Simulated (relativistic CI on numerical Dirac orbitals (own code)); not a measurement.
**Lu2+: q coefficients and field-shift factors**

Calculated at this level of theory: Dirac-Coulomb-Breit CI, KLI orbitals optimised for each configuration, valence Slater integrals scaled by 0.85, P86 correlation energy added to each configuration, derivatives by finite differences, QED left out (own radial code, finite nucleus).

Configurations in the expansion (outside the closed core [Xe]): 4f¹⁴6s, 4f¹⁴5d, 4f¹⁴6p, 4f¹⁴6d, 4f¹³5d², 4f¹⁴6f, 4f¹³6s5d, 4f¹⁴7s. Levels of other configurations are missing.

With x = (α/α₀)² − 1 an excitation energy changes as ω = ω₀ + qx; K = 2q/ω₀ is the relative enhancement. Terms are leading LS components, so labels can repeat. The field-shift factor is F = δν/δ⟨r²⟩ for the transition from the lowest level.

Lowest level 4f¹⁴6s ²S1/2.

```csv
Level,ω₀ (cm⁻¹),q (cm⁻¹),F (GHz/fm²)
4f¹⁴5d ²D3/2,3299.1,18060,-26.3
4f¹⁴5d ²D5/2,5397.9,19590,-25.8
4f¹⁴6p ²P°1/2,34981.1,3105,-20
4f¹⁴6p ²P°3/2,40730.3,10330,-21.1
4f¹³5d² ⁴D°5/2,58322.0,-29730,-7.87
4f¹³5d² ⁴F°7/2,58393.1,-30080,-7.46
4f¹³5d² ⁴P°3/2,58801.0,-29770,-7.87
4f¹³5d² ⁴F°9/2,60105.0,-28090,-7.78
4f¹³5d² ²I°11/2,60111.9,-30180,-7.6
4f¹³5d² ⁴P°1/2,61311.0,-27790,-7.78
4f¹³5d² ⁴H°9/2,61420.3,-30250,-6.87
4f¹³5d² ⁴D°7/2,61613.5,-28960,-6.26
4f¹³5d² ⁴I°13/2,61723.8,-27910,-7.78
```

Correlation outside the listed configurations is missing or only estimated: errors of thousands of cm⁻¹ between configurations and terms are usual at this charge. Rates and lifetimes follow the computed energies and can be off by large factors. The fine structure of a lone outer electron comes out too small, for d and f at times inverted, and misplaced configurations move strength between like terms.

Which transition from the lowest level has the largest |K|?

4f¹⁴5d ²D3/2 at 3299.1 cm⁻¹, K = 10.9.
